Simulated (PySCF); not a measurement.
Highest harmonic wavenumber (cm⁻¹) of eight halogen compounds: PBE-D3(BJ) beside B3LYP-D3(BJ), computed with PySCF for isolated molecules in the bases named; differences from unrounded values. The eight are the first of their class met in an unordered collection, after screening for sound electronic states; none was chosen by its value. Each level has its own optimised geometry.

```
molecule                                                                                basis  B3LYP-D3(BJ)  PBE-D3(BJ)  difference
-----------------------------------------------------------------------------------  --------  ------------  ----------  ----------
trans-(1R,2R)-1-chloro-2-fluorocyclobutane (C4H6ClF), SMILES C1[C@H]([C@@H](C1)F)Cl  def2-SVP          3150        3090         -59
1,1-dichlorobuta-1,3-diene (C4H4Cl2), SMILES C(C=C)=C(Cl)Cl                          def2-SVP          3242        3182         -60
C₄H₄F₂, SMILES C=C(F)/C=C\F                                                          def2-SVP          3282        3224         -59
1-bromo-1,1-dichloroethane (C2H3BrCl2), SMILES CC(Cl)(Cl)Br                          def2-SVP          3161        3104         -57
C3HBrF2, SMILES FC(F)=C=CBr                                                          def2-SVP          3184        3112         -72
C₅H₅F, SMILES C=CC=C=CF                                                              def2-SVP          3241        3181         -60
(1E)-1-bromobuta-1,3-diene (C₄H₅Br), SMILES C=C/C=C/Br                               def2-SVP          3241        3181         -59
1-fluorocyclopenta-1,3-diene (C₅H₅F), SMILES FC1=CC=CC1                              def2-SVP          3240        3178         -62
```

PBE-D3(BJ) lies below B3LYP-D3(BJ) in 8 and above it in 0 of the eight; the mean signed difference is -61 and the largest -72 cm⁻¹.
